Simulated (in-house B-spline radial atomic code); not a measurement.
Configurations of Se2+, with energies counted from [Ar] 3d10 4s2 4p2. Computed with a radial B-spline atomic code at the basis-set limit: non-relativistic AM05, spin-polarised, spherical fractional occupations, point nucleus. Shells without spins written out take the highest spin.

Occupations are held fixed; configurations that lie above the ionisation limit could autoionise.

```json
{"configuration": "[Ar] 3d10 4s1 4p2 4d1", "E - E(ref) (eV)": "23.76", "highest orbital": "4d up", "its <r> (bohr)": "2.797"}
{"configuration": "[Ar] 3d10 4s1 4p2 5s1", "E - E(ref) (eV)": "24.554", "highest orbital": "5s up", "its <r> (bohr)": "3.881"}
{"configuration": "[Ar] 3d10 4s1 4p2 5p1", "E - E(ref) (eV)": "27.687", "highest orbital": "5p up", "its <r> (bohr)": "4.509"}
{"configuration": "[Ar] 3d10 4s1 4p2 4f1", "E - E(ref) (eV)": "32.625", "highest orbital": "4f up", "its <r> (bohr)": "5.248"}
{"configuration": "[Ar] 3d9 4s2 4p3", "E - E(ref) (eV)": "55.009", "highest orbital": "4p up", "its <r> (bohr)": "1.873"}
{"configuration": "[Ar] 3d(4 up, 5 down) 4s2 4p(1 up, 1 down) 5p(0 up, 1 down)", "E - E(ref) (eV)": "77.553", "highest orbital": "5p down", "its <r> (bohr)": "4.44"}
{"configuration": "[Ar] 3d(5 up, 4 down) 4s2 4p(2 up, 0 down) 5f(1 up, 0 down)", "E - E(ref) (eV)": "83.951", "highest orbital": "5f up", "its <r> (bohr)": "9.085"}
```

(1) Order these further configurations by energy, lowest first.
A. [Ne] 3s2 3p(2 up, 3 down) 3d10 4s2 4p(2 up, 0 down) 4f(1 up, 0 down)
B. [Ar] 3d10 4s2 4p1 4f1
C. [Ne] 3s2 3p5 3d10 4s2 4p2 5s1
D. [Ne] 3s2 3p(3 up, 2 down) 3d10 4s2 4p(2 up, 0 down) 5f(1 up, 0 down)
E. [Ar] 3d9 4s2 4p2 5d1

(2) How far above the reference does [Ar] 3d10 4s2 4p(1 up, 1 down) lie?

(3) How far above the reference does [Ne] 3s2 3p5 3d10 4s2 4p3 lie?

## Answers

(1) B (23.429 eV), E (80.42 eV), C (169.83 eV), A (178.51 eV), D (180.91 eV).

(2) 1.1122 eV; its least bound orbital is 4p up with <r> = 1.99 bohr.

(3) 151.94 eV; its least bound orbital is 4p up with <r> = 1.872 bohr.
